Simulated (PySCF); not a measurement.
Isomers of C2H8OSi2, mass 104.011 u with the commonest isotopes. Theory: PBE0-D3(BJ)/def2-SVP geometry optimisation, gas phase in PySCF. One conformer each, none proved a minimum here; rigid rotors.

Question: Order these by out-of-plane moment Σ m c² = (Ia + Ib − Ic)/2, largest first.
A. `[SiH3:1][O:2][SiH:3]1[CH2:4][CH2:5]1` with Si1–O2–Si3–C4 30°
B. `[CH3:1][C:2](=[O:3])[SiH2:4][SiH3:5]` with C1–C2–Si4–Si5 -108°
C. `[CH2:1]1[CH2:2][SiH2:3][O:4][SiH2:5]1` with Si5–C1–C2–Si3 -34°, C1–C2–Si3–O4 28°, C2–Si3–O4–Si5 -9°, Si3–O4–Si5–C1 -8°

Answer: B (42.40 u·Å²), A (24.12 u·Å²), C (11.50 u·Å²).

Question: Order these by rotational constant B, largest first.
A. `[CH2:1]1[CH2:2][SiH2:3][O:4][SiH2:5]1` with Si5–C1–C2–Si3 -34°, C1–C2–Si3–O4 28°, C2–Si3–O4–Si5 -9°, Si3–O4–Si5–C1 -8°
B. `[CH3:1][C:2](=[O:3])[SiH2:4][SiH3:5]` with C1–C2–Si4–Si5 -108°
C. `[SiH3:1][O:2][SiH:3]1[CH2:4][CH2:5]1` with Si1–O2–Si3–C4 30°

Answer: A (3128 MHz), C (1658 MHz), B (1559 MHz).

Question: Order these by rotational constant C, largest first.
A. `[CH3:1][C:2](=[O:3])[SiH2:4][SiH3:5]` with C1–C2–Si4–Si5 -108°
B. `[SiH3:1][O:2][SiH:3]1[CH2:4][CH2:5]1` with Si1–O2–Si3–C4 30°
C. `[CH2:1]1[CH2:2][SiH2:3][O:4][SiH2:5]1` with Si5–C1–C2–Si3 -34°, C1–C2–Si3–O4 28°, C2–Si3–O4–Si5 -9°, Si3–O4–Si5–C1 -8°

Answer: C (2068 MHz), B (1547 MHz), A (1477 MHz).

| SMILES | point group | Ia (u·Å²) | Ib (u·Å²) | Ic (u·Å²) | κ | μa (D) | μb (D) | μc (D) |
| --- | --- | --- | --- | --- | --- | --- | --- | --- |
| C1C[SiH2]O[SiH2]1 | C2 | 105.82 | 161.56 | 244.38 | -0.22 | 0.00 | 1.90 | 0.00 |
| [SiH3]O[SiH]1CC1 | – | 70.10 | 304.81 | 326.66 | -0.96 | 0.05 | 0.37 | 0.01 |
| CC(=O)[SiH2][SiH3] | C1 | 102.95 | 324.13 | 342.27 | -0.95 | 0.07 | 1.85 | 1.31 |
